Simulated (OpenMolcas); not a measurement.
**O: the spin-orbit constant, Slater's ratio, worked from levels**

```json
{
  "Program": "OpenMolcas 26.06",
  "Basis": "ANO-R2 [4s4p2d1f]",
  "Scalar Hamiltonian": "X2C, finite nucleus",
  "Active space": "6 electrons in 9 orbitals (RAS2 2s 2p; RAS3 3d, at most 2 electrons)",
  "State averaging": "2S+1 = 3 even, 3 roots; 2S+1 = 1 even, 6 roots",
  "Spin-orbit coupling": "state interaction with AMFI integrals over the reference wave functions, term energies averaged over their components"
}
```

Methods: RASSCF; SS-RASPT2, IPEA 0.25 Eh, imaginary shift 0.1 Eh (closed shells correlated: 1s). Measured levels: NIST Handbook of Basic Atomic Spectroscopic Data.

**The spin-orbit constant.** For the Hund term 3P of p4, E(J) = (A/2) J(J+1) + constant and ζ = -2S·A = -2A. From J = 0 to J = 2 the energy changes by 3 A.

| Source | E(2) - E(0) | A | ζ |
| --- | --- | --- | --- |
| RASSCF | -219.0 | -73.0 | 146 |
| SS-RASPT2 | -219.0 | -73.0 | 146 |
| measured | -227.0 | -75.7 | 151 |

All in cm-1. SS-RASPT2 is off by -3.5 % and RASSCF by -3.5 %. Both methods take the spin-orbit matrix elements from the reference wave functions, so the second can move ζ only through the term energies and any multistate remixing. Second-order mixing with other terms is absorbed into this ζ.

**Slater's ratio.** With one set of orbitals, p4 has 1D - 3P = 6 F2 and 1S - 1D = 9 F2 (F2 = F²/25), a ratio of 3/2. Term energies are centres of gravity, weighted by 2J + 1.

```tsv
Source	1D - 3P	1S - 3P	F2 from the first	Ratio
RASSCF	17125	36196	2854	1.114
SS-RASPT2	15832	33656	2639	1.126
measured	15790	33715	2632	1.135
```

Energies in cm-1. A ratio away from 3/2 shows effects beyond one configuration with one set of orbitals, and in heavier atoms second-order spin-orbit shifts.

CASPT2 breaks the degeneracy within a term, and the mean is taken; among the terms shown or strongly mixed into the levels shown the widest spread is 22 cm-1 (2s2 2p4 1D, SS-RASPT2). Active for correlation alone: 3d; no level in the range computed is led by a configuration that fills it, so any true level of that kind is missing. Without dynamic correlation excited terms often stand tens of per cent too high (terms of higher spin than the ground term too low), and those without a measured partner can miss by more than the paired ones (holds for RASSCF). Computed and measured levels are paired by configuration, term and J; levels that our copy of the source lacks, or whose pairing is in doubt (as where it misses far off the trend of its configuration), stay unpaired and out of the deviations. Levels of configurations outside the active space are missing.
